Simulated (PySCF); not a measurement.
BH₂, SMILES [BH2+], charge +1. Heavy atoms are numbered as in [BH2+:1]. Hydrogens are named by the atom that carries them.

Geometry optimised at r2SCAN-D4/def2-TZVPD.

Method: HF/def2-TZVPD (PySCF).

ESP charges are fitted to the potential on shells at 1.4 to 2.0 van der Waals radii. Atomic charges (e), one atom of each kind:

```
atom      ESP fit   IAO
--------  -------  ----
B1 (BH2)        …  0.70
H on B1         …  0.15
```

Task: Fill in the missing entries. (An estimate is asked for; the answer gives what the named calculation found.)

Result: 
- B1 (BH2), ESP fit: 0.82
- H on B1, ESP fit: 0.09
